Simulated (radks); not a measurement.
The numbers below are computed, except where a source is named.
Problem. The mean radii <r> (bohr) of the occupied orbitals of an atom or ion are listed with their occupations. Code: a radial shooting solver on a logarithmic mesh with Libxc functionals. Model: Dirac Kohn-Sham, PBE, spin-unpolarised, spherical densities, point nucleus.

| orbital | occ. | <r> |
|---|---|---|
| 1s1/2 | 2 | 0.03609 |
| 2s1/2 | 2 | 0.1577 |
| 2p1/2 | 2 | 0.1346 |
| 2p3/2 | 4 | 0.1391 |
| 3s1/2 | 2 | 0.4429 |
| 3p1/2 | 2 | 0.4385 |
| 3p3/2 | 4 | 0.4490 |
| 3d3/2 | 4 | 0.4308 |
| 3d5/2 | 6 | 0.4343 |
| 4s1/2 | 2 | 1.147 |
| 4p1/2 | 2 | 1.254 |
| 4p3/2 | 4 | 1.282 |
| 4d3/2 | 2 | 1.707 |

Name the element and its charge. Open shells, if any, fill j = l - 1/2 first.

Solution. Z = 41, niobium, charge +3: Nb3+ in [Kr] 4d2. The 1s radius gives Z: for a bare nucleus <r> = (2 gamma + 1)/(2Z) with gamma = sqrt(1 - (Z/c)^2), 0.03547 bohr for Z = 41, and screening makes it slightly larger (0.03609 here). The occupations add up to 38, and the charge is Z minus that.
